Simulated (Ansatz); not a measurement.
Job for Ansatz (a quantum-chemistry and plane-wave program): R-CCSD(T)/cc-pVDZ on CH5GeNO (SMILES C[O][Ge][NH2]), a point of a torsion scan. The run froze 17 orbitals, filled d shells among them.

Ansatz 0.2 input:
```yaml
crystal:
  periodic: [false, false, false]
  atoms:
    - {symbol: C, position_ang: [-1.71085576, -0.07349704, 0.28714237]}
    - {symbol: O, position_ang: [-0.36775464, 0.19999270, 0.00274690]}
    - {symbol: Ge, position_ang: [1.11347567, 0.01285938, 1.03114845]}
    - {symbol: N, position_ang: [2.17245811, 0.62969380, -0.29473137]}
    - {symbol: H, position_ang: [-2.29725640, 0.84328388, 0.17444339]}
    - {symbol: H, position_ang: [-1.85956961, -0.45799151, 1.30102143]}
    - {symbol: H, position_ang: [-2.08640593, -0.81562388, -0.42371201]}
    - {symbol: H, position_ang: [3.17274024, 0.74362513, -0.26150075]}
    - {symbol: H, position_ang: [1.81017980, 0.91142810, -1.19336938]}
basis:
  gaussian:
    orbitals: cc-pVDZ
magnetization: {spin_polarized: false}
correlation: {method: ccsd_t, electrons: outside_noble_gas}
scf: {lower_state_search: off}
```

The log:

```
WARN ansatz: RAYON_NUM_THREADS=1 ignored (pool sized by the plan → 1); use --threads N
Functional definition: HF
these checks for a lower state are left out or cut short: stability, starts, cluster_reference, orbital_swaps, neighbouring_geometries, increment
integrals: 0.11 GiB planned
936 factors; integrals over basis functions are off by at most 1.3e-3 eV
mean field: 0.23 GiB planned
mean field evaluation 1: about -61098.0965 eV, gradient 4.1e1 eV
mean field evaluation 2: about -61098.1043 eV, gradient 4.1e1 eV
mean field evaluation 4: about -61101.8841 eV, gradient 3.4e0 eV
mean field evaluation 8: about -61101.9291 eV, gradient 8.5e-2 eV
mean field -61101.92917702 eV, -2245.4544808804 hartree, gradient 1.8e-6 eV, S^2 0.000000; 0 other end points of the search recorded, 0 dependent functions left out
17 core orbitals not correlated
reference -61101.92917702 eV, -2245.4544808804 hartree; 12, 12 occupied and 65, 65 virtual orbitals, 936 factors
second order -15.83101746 eV of doubles, -0.00000000 eV of singles
coupled cluster: 0.26 GiB planned
cycle   1  -16.26495567 eV  change   -4.3e-1 eV  update   1.1e-1
cycle   2  -16.71679456 eV  change   -4.5e-1 eV  update   3.6e-2
cycle   3  -16.86417093 eV  change   -1.5e-1 eV  update   2.3e-2
cycle   4  -16.85897739 eV  change    5.2e-3 eV  update   6.6e-3
cycle   5  -16.85432399 eV  change    4.7e-3 eV  update   3.2e-3
cycle   6  -16.85520158 eV  change   -8.8e-4 eV  update   1.1e-3
cycle   7  -16.85470893 eV  change    4.9e-4 eV  update   3.4e-4
cycle   8  -16.85459979 eV  change    1.1e-4 eV  update   9.1e-5
cycle   9  -16.85461822 eV  change   -1.8e-5 eV  update   3.1e-5
cycle  10  -16.85461222 eV  change    6.0e-6 eV  update   1.1e-5
perturbative correction -0.47973280 eV, -0.0176298551 hartree
Total energy: -61119.26352203 eV, -2246.0915063099 hartree
Checks for a lower state left out: stability, starts, cluster_reference, orbital_swaps, neighbouring_geometries, increment
```

The run converged.

Cost: roughly 11 core-seconds.
